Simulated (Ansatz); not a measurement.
Ga, charge +2, doublet (a state made from the parent by changing its charge; the spin is typed, not shown lowest).

Input for Ansatz (an electronic-structure program):
Ansatz 0.2 input:
```yaml
crystal:
  periodic: [false, false, false]
  atoms:
    - {symbol: Ga, position_ang: [0.00000000, 0.00000000, 0.00000000]}
basis:
  gaussian:
    orbitals: def2-TZVP
hamiltonian:
  xc: blyp
total_charge: 2
magnetization: {spin_polarized: true, initial_magnetization: 1}
```

Q: What does this run give for the <S^2>, total energy, number of basis functions?

A: 
| Property | Value |
|---|---|
| <S^2> | 0.750 |
| total energy | -1923.9162 Eh |
| number of basis functions | 48 |
